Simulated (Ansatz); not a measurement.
`C[O][Sn]([Cl])([Cl])[O]C` at its PBE0-D4/def2-TZVP geometry, where that method's forces vanish. Charge 0, multiplicity 1. Sn: def2 effective core potential.

```
atom   x (Å)   y (Å)   z (Å)
  C1  -0.571   0.160   2.454
  O2  -0.469   0.570   1.104
 Sn3  -0.535  -0.728  -0.330
 Cl4   1.105  -2.311   0.042
 Cl5  -2.588  -1.743  -0.430
  O6  -0.236   0.189  -2.001
  C7   1.023   0.788  -2.260
  H8  -0.460   1.053   3.073
  H9   0.216  -0.551   2.730
 H10  -1.546  -0.291   2.672
 H11   1.844   0.066  -2.202
 H12   0.985   1.183  -3.277
 H13   1.230   1.616  -1.574
```

For each bond, give half the difference of the two atoms' forces along it (eV/Å; positive pushes the atoms apart) under PBE-D4, r2SCAN-D4, B3LYP-D4, ωB97M-V in def2-TZVPP. (Estimate.)

Ansatz gave: 
| bond | length (Å) | PBE-D4 | r2SCAN-D4 | B3LYP-D4 | ωB97M-V |
| --- | --- | --- | --- | --- | --- |
| C1–O2 | 1.415 | 0.20 | 0.28 | 0.26 | 0.32 |
| C1–H8 | 1.092 | 0.12 | -0.04 | -0.11 | -0.12 |
| C1–H9 | 1.096 | 0.06 | -0.07 | -0.09 | -0.10 |
| C1–H10 | 1.096 | 0.06 | -0.07 | -0.09 | -0.10 |
| O2–Sn3 | 1.935 | 0.33 | 0.06 | 0.10 | -0.11 |
| Sn3–Cl4 | 2.309 | 0.14 | 0.05 | 0.18 | -0.04 |
| Sn3–Cl5 | 2.292 | 0.14 | 0.05 | 0.15 | -0.04 |
| Sn3–O6 | 1.929 | 0.33 | 0.06 | 0.08 | -0.11 |
| O6–C7 | 1.418 | 0.22 | 0.28 | 0.26 | 0.31 |
| C7–H11 | 1.096 | 0.06 | -0.07 | -0.09 | -0.10 |
| C7–H12 | 1.092 | 0.12 | -0.04 | -0.11 | -0.13 |
| C7–H13 | 1.095 | 0.06 | -0.07 | -0.09 | -0.10 |

B3LYP here is the variant with VWN-RPA as its local correlation; programs differ in this.
